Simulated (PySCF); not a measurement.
B(Cl)(Et)(OH) (C2H6BClO), SMILES C(C)B(Cl)O.

Coordinates come from a PBE0-D3(BJ)/def2-SVP optimisation. The structure was generated by enumeration, and PubChem lists no compound with its InChIKey, so it may never have been made. One conformer was computed; it need not be the lowest.

Computed with PBE/def2-TZVP (PySCF).

The molecule is in vacuum.

```
Item                                                                                                           Result
---------------------------------------------------------------------------------------------  ----------------------
total energy                                                                                       -639.86755 hartree
highest occupied level                                                                                       -7.37 eV
lowest empty level                                                                                           -0.91 eV
orbital gap                                                                                                   6.46 eV
dipole moment                                                                                                  0.64 D
quadrupole, principal values (traceless, Buckingham form, about the centre of nuclear charge)  -5.45, -0.18, 5.63 D·Å
mean static polarisability                                                                       55.6 bohr³ (8.24 Å³)
polarisability, principal values                                                               44.6, 59.5, 62.7 bohr³
```
